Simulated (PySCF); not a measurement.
**Correlation energy of Ar⁷⁺ (argon, charge +7)**

[Ne] 3s1, 2S determinant. All numbers are calculated (PySCF 2.14, the non-relativistic Hamiltonian (point nucleus), in an uncontracted even-tempered set (17 s from 0.25 bohr⁻², ratio 2.5; 12 p from 0.33 bohr⁻², ratio 2.5; 5 d from 1.6 bohr⁻², ratio 2.7; 5 f from 2.3 bohr⁻², ratio 2.7)). Frozen: 1s2; 9 electrons correlated; the 20 highest virtual orbitals of each spin left out.

MP2 pair energies summed by pair of shells (mhartree):

```json
{"pair": "2p-2p", "energy": "-204.57", "share (%)": "67.7"}
{"pair": "2s-2p", "energy": "-63.75", "share (%)": "21.1"}
{"pair": "2p-3s", "energy": "-20.32", "share (%)": "6.7"}
{"pair": "2s-2s", "energy": "-10.39", "share (%)": "3.4"}
{"pair": "2s-3s", "energy": "-2.94", "share (%)": "1.0"}
```

Total MP2 correlation energy: -301.98 mhartree.

Same-spin part -79.98 and opposite-spin part -222.00 mhartree; SCS-MP2 scales them by 1/3 and 6/5 to -293.06 mhartree.
